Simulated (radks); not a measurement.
Results of a calculation; reference values are marked as such.
Initial-state core-level shifts of the dysprosium ion Dy+ when its valence configuration changes from [Xe] 4f10 6s1. Code: a radial shooting solver on a logarithmic mesh with Libxc functionals. Model: scalar-relativistic Kohn-Sham, r2SCAN, spin-unpolarised, spherical densities, finite nucleus; meta-GGA in the generalised Kohn-Sham scheme; Fermi nuclear charge, rms radius 5.2218 fm. Shifts are changes of the shell-averaged eigenvalues in eV (positive: less bound); the change of the density at the nucleus, which sets a Mossbauer isomer shift, is in e/bohr^3, on a base of 7.773e+05.

valence               2s       3s       3p       4p  density at nucleus
4f10 6p1          -1.330   -1.312   -1.312   -1.326              -32.72
4f9 5d1 6s1       -7.220   -8.017   -8.007   -7.498              +34.63
4f10 5d1          +1.670   +1.625   +1.625   +1.666              -34.81
4f9 6s2           -9.595  -10.344  -10.334   -9.849              +83.61
4f10.5 6s0.5      +3.827   +4.099   +4.096   +3.982              -29.99
4f8 5d1 6s1 6p1  -19.411  -21.174  -21.150  -19.807              +84.37
4f11              +6.696   +7.167   +7.162   +6.996              -53.86
4f9.5 5d0.5 6s1   -3.468   -3.837   -3.833   -3.618              +16.38
4f9 6s1 6p1      -10.934  -11.674  -11.664  -11.184              +42.55
